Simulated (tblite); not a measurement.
C$_{6}$H$_{12}$O, triplet, at a GFN2-xTB geometry (a higher spin typed on purpose: for a closed-shell molecule this is an excited state); GFN1-xTB (tblite).

The tblite input:
```
$ tblite run mol.xyz --method gfn1 --charge 0 --spin 2 --grad --json tblite.json --no-restart

# file mol.xyz
19

C     -2.02710707    -1.59725888     0.34700618
C     -1.02880172    -0.45301862     0.56166129
C     -1.64092248     0.88290346     0.19633512
C      0.22064222    -0.69947597    -0.28703456
C      1.24750457     0.39780181    -0.01819008
C      2.62679557     0.06941484    -0.56263552
O      0.86172848     1.64434124    -0.09320444
H     -1.58715923    -2.54675061     0.64155769
H     -2.91896676    -1.42676290     0.94471751
H     -2.31757531    -1.65885591    -0.69948011
H     -0.73359141    -0.43684547     1.61579681
H     -2.13147259     0.85266467    -0.77403501
H     -2.32410619     1.25905767     0.95208232
H     -0.78146328     1.59319678     0.11443064
H     -0.05850937    -0.70929999    -1.35207859
H      0.67275280    -1.66213613    -0.04469136
H      3.30615374     0.87232885    -0.28969154
H      2.62016321    -0.02585255    -1.65484270
H      2.97127975    -0.86767403    -0.13098446
```

Output, abridged:

```
xTB calculator
 | screened Coulomb repulsion
 | Coulomb electrostatics
 |  * isotropic Klopman-Ohno-Mataga-Nishimoto electrostatics
 |  * onsite third-order electrostatics
 | DFT-D3(BJ) dispersion correction

halogen bonding energy    0.0000000000000E+00 Eh
repulsion energy          2.7829881930219E-01 Eh
dispersion energy        -7.3244419673140E-03 Eh
number of electrons       4.2000000000000E+01 e
integral cutoff           1.9731147476801E+01 bohr

------------------------------------------------------------
  cycle        total energy    energy error   density error
------------------------------------------------------------
      1     -23.52228877871  -2.3793263E+01   5.7431241E-01
      2     -23.70673749633  -1.8444872E-01   3.4747876E-01
      3     -23.69976395664   6.9735397E-03   1.2104970E-01
      4     -23.71411212488  -1.4348168E-02   2.2279008E-02
      5     -23.71585983210  -1.7477072E-03   9.0742867E-03
      6     -23.71624081388  -3.8098177E-04   2.2861798E-03
      7     -23.71625970508  -1.8891206E-05   4.5714505E-04
      8     -23.71626059278  -8.8769596E-07   1.5096498E-04
      9     -23.71626069949  -1.0671031E-07   2.3696711E-05
     10     -23.71626069981  -3.2277470E-10   1.6676141E-05
------------------------------------------------------------

electronic energy        -2.3987235077145E+01 Eh
total energy             -2.3716260699810E+01 Eh

Post processing:
 | Mayer-Wiberg bond orders

[Info] Tight-binding results written to 'tblite.txt'
[Info] JSON dump of results written to 'tblite.json'
```
